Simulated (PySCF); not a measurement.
Bonds: B1-O2 1.358 Å, B1-O4 1.374 Å, B1-O6 1.365 Å. O2 carries H3; O4 carries H5; O6 carries H7.

Geometry: PBE0-D3(BJ)/def2-SVP; GIAO absolute shieldings from PySCF, gas phase, non-relativistic, averaged over equivalent atoms.

At PBE0/pcSseg-1 (83 basis functions, 3.4 s wall time on 1 thread of an Arm Neoverse V1, shared host):
```csv
atoms,σ (ppm)
B1,81.7
O2/O4/O6,252.7
H3/H5/H7,29.01
```

Task: Predict the values at B3LYP/pcSseg-1 on the same geometry.

Result: 
```json
{"atoms": "B1", "σ at B3LYP/pcSseg-1": "78.7", "change": "-3.0"}
{"atoms": "O2/O4/O6", "σ at B3LYP/pcSseg-1": "250.7", "change": "-2.0"}
{"atoms": "H3/H5/H7", "σ at B3LYP/pcSseg-1": "29.19", "change": "+0.18"}
```

The largest change is at B1 (boron bonded to 3 O). Cost: 83 basis functions, 2.5 s wall time on 1 thread of an Arm Neoverse V1, shared host.
